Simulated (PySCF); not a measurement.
The same groups moved round the core (propene silyl). Gas-phase values, no solvent. One relaxed conformer stands for each flexible species; it need not be the lowest. Strings in code marks are SMILES.

These are PBE-D3(BJ)/def2-TZVP run with PySCF 2.14.0 values and carry that method's errors. Excitations are Tamm–Dancoff values on a coarser integration grid. The basis has no diffuse functions, so Rydberg states are missing or too high.

```json
[
 {"species": "`C=C(C)[SiH3]`", "S1–T1 gap (TDA) (eV)": "?", "HOMO–LUMO gap (eV)": "5.19", "S1 excitation (TDA) (eV)": "?", "S1 oscillator strength": "0.002"},
 {"species": "`[SiH3]CC=C` (C–C–C–Si torsion 106°)", "S1–T1 gap (TDA) (eV)": "1.81", "HOMO–LUMO gap (eV)": "5.15", "S1 excitation (TDA) (eV)": "6.06", "S1 oscillator strength": "?"},
 {"species": "`C/C=C/[SiH3]`", "S1–T1 gap (TDA) (eV)": "2.31", "HOMO–LUMO gap (eV)": "5.16", "S1 excitation (TDA) (eV)": "6.54", "S1 oscillator strength": "?"},
 {"species": "`C/C=C\\[SiH3]`", "S1–T1 gap (TDA) (eV)": "2.22", "HOMO–LUMO gap (eV)": "4.95", "S1 excitation (TDA) (eV)": "6.30", "S1 oscillator strength": "0.003"}
]
```

Q: What belongs in the gaps?

A: 
- `C=C(C)[SiH3]`, S1–T1 gap (TDA) (eV): 2.13
- `C=C(C)[SiH3]`, S1 excitation (TDA) (eV): 6.35
- `[SiH3]CC=C` (C–C–C–Si torsion 106°), S1 oscillator strength: 0.028
- `C/C=C/[SiH3]`, S1 oscillator strength: 0.002
